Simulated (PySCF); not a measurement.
**Radial density of Sn²⁺ (tin, charge +2)**

LC-wPBE, [Kr] 4d9 5s2 5p1, one real determinant (an excited configuration). All numbers are calculated (PySCF 2.14, scalar relativity through the core potential, in def2-QZVPPD with the def2 core potential (28 electrons)). This is the valence pseudo-density: the core potential removes the inner electrons and smooths the orbitals near the nucleus.

```json
{"r (bohr)": "0.00420", "4πr²ρ (e/bohr)": "1.470e-05", "4πr²(ρα − ρβ)": "0.0000"}
{"r (bohr)": "0.00707", "4πr²ρ (e/bohr)": "3.724e-05", "4πr²(ρα − ρβ)": "0.0000"}
{"r (bohr)": "0.0119", "4πr²ρ (e/bohr)": "8.484e-05", "4πr²(ρα − ρβ)": "0.0000"}
{"r (bohr)": "0.0200", "4πr²ρ (e/bohr)": "0.0001741", "4πr²(ρα − ρβ)": "0.0000"}
{"r (bohr)": "0.0337", "4πr²ρ (e/bohr)": "0.0003051", "4πr²(ρα − ρβ)": "0.0000"}
{"r (bohr)": "0.0566", "4πr²ρ (e/bohr)": "0.0005589", "4πr²(ρα − ρβ)": "0.0000"}
{"r (bohr)": "0.0952", "4πr²ρ (e/bohr)": "0.002238", "4πr²(ρα − ρβ)": "0.0001"}
{"r (bohr)": "0.160", "4πr²ρ (e/bohr)": "0.02324", "4πr²(ρα − ρβ)": "0.0018"}
{"r (bohr)": "0.269", "4πr²ρ (e/bohr)": "0.3920", "4πr²(ρα − ρβ)": "0.0282"}
{"r (bohr)": "0.453", "4πr²ρ (e/bohr)": "6.327", "4πr²(ρα − ρβ)": "0.3487"}
{"r (bohr)": "0.762", "4πr²ρ (e/bohr)": "22.33", "4πr²(ρα − ρβ)": "1.1664"}
{"r (bohr)": "1.28", "4πr²ρ (e/bohr)": "9.696", "4πr²(ρα − ρβ)": "0.7196"}
{"r (bohr)": "2.16", "4πr²ρ (e/bohr)": "2.290", "4πr²(ρα − ρβ)": "0.5972"}
{"r (bohr)": "3.63", "4πr²ρ (e/bohr)": "0.3042", "4πr²(ρα − ρβ)": "0.1564"}
{"r (bohr)": "6.10", "4πr²ρ (e/bohr)": "0.003145", "4πr²(ρα − ρβ)": "0.0025"}
```

⟨L²⟩ = 8.02 against 12 for a pure F term, so this real determinant mixes terms. Energies and moments cover only the electrons outside the core potential.
